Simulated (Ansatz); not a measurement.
System: Si₂H₃, net charge 1, singlet state. 
Geometry from a B3LYP-D3(BJ)/def2-TZVP (Ansatz, a quantum-chemistry and plane-wave program) optimisation:
```
Si
H 1 1.4807
H 1 1.4807 2 113.90
H 1 1.4807 2 113.90 3 -132.93
Si 1 2.4099 2 104.57 4 -113.54
```
Charge +1, spin multiplicity 1.

Parts of the frozen-core correlation energy in STO-3G (Ansatz, hartree). Frozen orbitals: 10; correlated occupied orbitals by spin: 5 and 5; virtual: 6 and 6. No spin-orbit coupling. Non-relativistic. The restricted reference is unstable.

```json
[
 {"term": "reference (HF)", "value": "-572.70415"},
 {"term": "MP2 opposite-spin", "value": "-0.06299"},
 {"term": "MP2 same-spin", "value": "-0.00212"},
 {"term": "CCSD correlation", "value": "-0.10066"},
 {"term": "(T)", "value": "-0.00073"},
 {"term": "FCI minus CCSD(T)", "value": "-0.00043"},
 {"term": "T1 diagnostic", "value": "0.010"},
 {"term": "largest doubles amplitude", "value": "0.106"}
]
```
